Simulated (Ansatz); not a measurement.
A nudged elastic band was laid between two geometries of F₂HSi₂ (5 atoms, charge 1, multiplicity 1).

Level of theory: Ansatz 0.2.0, RHF/def2-SVP.

- movable images: 9
- climbing image: yes
- spring: 5.0 eV/Å²
- optimiser: fire
- start path: through a guess of the saddle point
- force threshold: 0.05 eV/Å
- iteration limit: 60
- end points: relaxed
- largest step: 0.5 Å

Initial state:

```xyz
5
Properties=species:S:1:pos:R:3
F 1.685 -0.052 1.111
Si 0.372 -0.447 0.366
F 0.360 -1.980 0.076
Si -1.554 1.135 -0.116
H -0.864 1.344 -1.437
```

Final state:

```xyz
5
Properties=species:S:1:pos:R:3
F 1.298 0.372 0.874
Si 0.189 -0.034 -0.182
F -0.058 -1.598 -0.169
Si -1.852 0.752 0.989
H 0.423 0.508 -1.511
```

**Question.** Which bonds break or form, and what moves?

**Answer.** Bonds broken: Si4–H5. Bonds formed: Si2–H5.

**Question.** Give the energies along the band, and the barrier.

**Answer.** It converged. The highest image is number 6 of 0 to 10, 0.60 eV above the first end and 0.62 eV above the last; the last end lies 0.02 eV below the first. Another band between the same ends (9 images) ends at a top of the same energy, where a vibrational analysis finds 1 clearly imaginary mode. The orbitals stay closed-shell, which can raise the energy where a bond breaks towards radicals; this wasn't checked here. Limits of this set-up: the dipole of an ion depends on the origin.

```tsv
image	path coordinate (Å)	energy (eV)	Si4–H5 (Å)	Si2–H5 (Å)
0	0.00	0.00	1.51	2.83
1	0.24	0.03	1.51	2.65
2	0.48	0.09	1.52	2.46
3	0.74	0.19	1.55	2.24
4	1.00	0.31	1.62	1.97
5	1.26	0.49	1.82	1.72
6	1.53	0.60	2.12	1.57
7	1.85	0.48	2.50	1.49
8	2.15	0.22	2.85	1.46
9	2.45	0.04	3.15	1.45
10	2.75	-0.02	3.39	1.45
```

**Question.** What is the geometry of the highest image?

**Answer.** 
```xyz
5
Properties=species:S:1:pos:R:3
F 1.494 0.260 0.900
Si 0.189 -0.213 0.181
F 0.172 -1.735 -0.178
Si -1.754 1.028 0.188
H -0.100 0.661 -1.090
```

The band took 56 iterations and of the order of 5 core-minutes.

Run time: 5.3 min on 1 thread of Arm Neoverse V2 (shared host), peak memory 0.12 GiB.
